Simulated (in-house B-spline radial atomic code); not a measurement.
**Ionising Nb with different functionals**

Computed with an all-electron radial atomic-structure program (B-spline basis): four-component Dirac-Coulomb Hamiltonian, Fermi nucleus of rms radius 4.324 fm, spin-restricted, spherical fractional occupations for the functionals, and exact exchange of hybrids averaged over the configuration. The ionisation energy is the difference of two self-consistent energies, [Kr] 4d4 5s1 → [Kr] 4d4, without Breit or QED terms; ε is the level of the shell that loses the electron (mean over j).

```tsv
method	rung	ΔSCF (eV)	-ε(5s) (eV)
B97-1	global hybrid	?	?
wB97X	range-separated hybrid	6.41	6.33
HSE06	range-separated hybrid	?	?
LC-wPBE	range-separated hybrid	6.11	6.25
```

(1) What does HSE06 give?

(2) What does B97-1 give?

(3) Among the functionals, which spreads more, the ΔSCF values or the orbital energies?

(4) How do they compare with the NIST value?

Results:

(1) ΔSCF 6.49 eV, and -ε(5s) = 4.25 eV.

(2) ΔSCF 6.43 eV, and -ε(5s) = 4.38 eV.

(3) The orbital energies: ΔSCF values span about 0.38 eV and the orbital energies 2.08 eV; here energy differences depend much less on the functional than eigenvalues do.

(4) NIST lists 6.759 eV (measured, ground level to ground level). Errors run from -0.65 to -0.26 eV; HSE06 is closest (-0.26 eV), but part of that can be cancellation, since the calculations leave out Breit-QED terms, spin polarisation, the choice among j levels, multiplet and fine-structure energies.
